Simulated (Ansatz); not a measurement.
Gas-phase electronic energies from Ansatz, PBE0-D4/def2-TZVP geometries. CCSD(T)/CBS adds triple-zeta CCSD(T) − MP2 to the extrapolated MP2 energy (def2 sets, frozen cores). This one scheme is used for every species. DFT in def2-TZVPP. One conformer a species, not always the lowest.

`OB[NH][AlH2]` + `N[SiH3]` → `[AlH2][NH][SiH3]` + `NBO`  (ligand exchange at the Al–N bond)

| level | ΔE (kJ/mol) |
| --- | --- |
| PBE-QIDH | -23.7 |
| CCSD/def2-TZVPP | -23.8 |

(1) What does CCSD(T)/CBS give? (An estimate is asked.)

Largest T1 diagnostic among the species: 0.012.

Answers

(1) Ansatz gave: -23.1 kJ/mol. The listed levels differ from it by -0.6, -0.7 kJ/mol.

At CCSD(T), def2-SVP lies −6.4 kJ/mol from the extrapolated value and def2-TZVPP −0.4 kJ/mol. Leaving LDA and LC-ωPBE aside and taking each functional with its dispersion term where it has one, the values, not all of them listed here, spread over 1.8 kJ/mol, from BHLYP-D4 to revPBE-D4.
